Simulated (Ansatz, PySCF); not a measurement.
C₂H₇NOSi₂, SMILES O1[SiH2]C(=N[SiH2]1)C. Atoms are numbered in the order given.

```xyz
13

C      2.5464    -0.1072     0.4288
C      1.0700     0.0458     0.2271
N      0.4323     1.0829     0.6463
Si    -1.3026     1.0539     0.3017
O     -1.4948    -0.4164    -0.5011
Si    -0.0543    -1.2574    -0.6659
H      2.7606    -1.0244     1.0046
H      3.0556    -0.2268    -0.5434
H      2.9594     0.7646     0.9571
H     -2.0883     1.0829     1.5638
H     -1.6831     2.1958    -0.5713
H     -0.1044    -2.5784     0.0267
H      0.2999    -1.4690    -2.1000
```
Charge 0, spin multiplicity 1.

Geometry: r2SCAN-D4/def2-SVP. The structure was generated by enumeration, and PubChem lists no compound with its InChIKey, so it may never have been made.

Two levels are set side by side: PBE-D3(BJ)/def2-SVP (Ansatz, a first-principles code) and r2SCAN-D4/def2-SVP (Ansatz). Each level has its own optimised geometry; the coordinates shown are those of the second. Frequencies come from the Hessian of PySCF at each geometry. Differences are taken from unrounded values.

```
quantity                            r2SCAN-D4  PBE-D3(BJ)  PBE-D3(BJ) minus r2SCAN-D4
----------------------------------  ---------  ----------  --------------------------
mean bond length (Å)                    1.471       1.481                       0.010
bond C1–C2 (Å)                          1.498       1.502                       0.004
bond C2–N3 (Å)                          1.288       1.293                       0.006
bond C2–Si6 (Å)                         1.939       1.947                       0.008
bond N3–Si4 (Å)                         1.769       1.782                       0.013
bond Si4–O5 (Å)                         1.686       1.701                       0.015
bond O5–Si6 (Å)                         1.676       1.692                       0.016
bond C1–H7 (Å)                          1.104       1.111                       0.007
bond C1–H8 (Å)                          1.104       1.111                       0.007
bond C1–H9 (Å)                          1.100       1.107                       0.008
bond Si4–H10 (Å)                        1.487       1.499                       0.012
bond Si4–H11 (Å)                        1.487       1.499                       0.012
bond Si6–H12 (Å)                        1.492       1.504                       0.012
bond Si6–H13 (Å)                        1.492       1.504                       0.012
highest harmonic wavenumber (cm⁻¹)       3152        3081                         -71
mean harmonic wavenumber (cm⁻¹)          1167        1134                         -34
zero-point energy (kcal/mol)            55.06       53.47                       -1.59
```
